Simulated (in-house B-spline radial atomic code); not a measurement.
A fraction x of an electron is removed from 5p in La⁺, starting from [Xe] 5d2 and keeping the highest spin. Level of theory: scalar-relativistic (X2C) LDA exchange-only, spin-polarised, spherical fractional occupations, Fermi nucleus of rms radius 4.855 fm; calculated with a radial B-spline atomic code at the basis-set limit.

```
   x  E(x) - E(0) (eV)  5p down level (eV)
   0            0.0000             -24.712
0.12            3.0279             -25.757
0.17            4.3269             -26.201
0.36                 ?                   ?
0.44                 ?                   ?
 0.5           13.4692             -29.235
 0.6           16.4401             -30.186
 0.7           19.5067             -31.148
0.79           22.3494             -32.025
0.99           28.9515             -34.003
   1           29.2920             -34.103
```

Q: What belongs in the row x = 0.36?

A: An energy change of 9.4681 eV; 5p down at -27.927 eV.

Q: What belongs in the row x = 0.44?

A: An energy change of 11.7320 eV; 5p down at -28.671 eV.

Q: Check Janak's theorem between x = 0.12 and 0.17.

A: The slope of the energy is 25.98 eV; the orbital levels give 25.98 eV (-ε of the emptying orbital, averaged over the two points).
